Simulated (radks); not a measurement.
Results of a calculation; reference values are marked as such.
Problem. These are the eigenvalues of the occupied orbitals of an atom or ion with whole-number occupations (eV). Level of theory: Dirac Kohn-Sham, PBE, spin-unpolarised, spherical densities, finite nucleus; Fermi nuclear charge, rms radius of each element as measured or else 0.836 A^(1/3) + 0.57 fm (a radial shooting solver on a logarithmic mesh with Libxc functionals).

1s1/2: -26556.91
2s1/2: -3982.044
2p1/2: -3710.484
2p3/2: -3517.991
3s1/2: -780.5686
3p1/2: -671.7150
3p3/2: -637.3135
3d3/2: -444.6783
3d5/2: -437.6859
4s1/2: -150.1328
4p1/2: -114.7393
4p3/2: -108.6576
4d3/2: -53.3569
4d5/2: -52.5147
5p1/2: -27.1031

Which element is it, and in what charge state? The configuration may be excited. Open shells, if any, fill j = l - 1/2 first.

Solution. Z = 48, cadmium, charge +3: Cd3+ in [Ar] 3d10 4s1 4p6 4d9 5p1. The list shows which subshells hold electrons but not how many an open one holds; the 1s level, -975.95 hartree, gives Z - s = 44.2 by -(Z - s)^2/2, which with screening and relativity narrows Z to a few neighbours, and the depths of the outer levels then fix element, charge and occupations together.
